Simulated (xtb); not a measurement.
C24H26O3, SMILES CC(CC(CCc1ccc(O)cc1)c1ccc(O)cc1)c1ccc(O)cc1. All values are semi-empirical tight-binding results from xtb (GFN2-xTB unless named), good for trends rather than for accurate numbers. Geometry: GFN2-xTB. Other conformers were not sampled.

The orbital gap is 4.06 eV. The dipole moment is 2.91 D and the zero-point energy comes out as 272.3 kcal/mol. The G − E(el) at 298.15 K (modified RRHO) is 238.6 kcal/mol, the static polarisability (D4 model) comes out as 276.2 bohr³ and the solvation energy, GFN2-xTB/ALPB(water) comes out as -13.3 kcal/mol. The solvation energy, GFN2-xTB/ALPB(acetonitrile) comes out as -23.0 kcal/mol.

Question: Give the IR lines (harmonic; lines under 4 % of the strongest left out, lines within 3 cm⁻¹ merged). (An estimate is asked for; the answer gives what the named calculation found.)

Answer: ν (cm⁻¹): 375 (w), 425 (vs), 711 (w), 803 (w), 809 (w), 1008 (w), 1126 (m), 1133 (w), 1149 (vs), 1190 (w), 1205 (w), 1214 (w), 1222 (w), 1230 (w), 1256 (w), 1289 (vs), 1295 (w), 1335 (w), 1342 (w), 1433 (w), 1497 (m), 1501 (m), 1505 (w), 1589 (w), 1615 (m), 2933 (w), 2953 (w), 2960 (w), 2970 (w), 2991 (m), 3028 (w), 3038 (w), 3049 (m), 3058 (w), 3075 (w), 3078 (m), 3089 (w), 3108 (m), 3523 (w) (against the strongest line: vs over 80 %, s over 45 %, m over 15 %, w over 4 %, vw less)
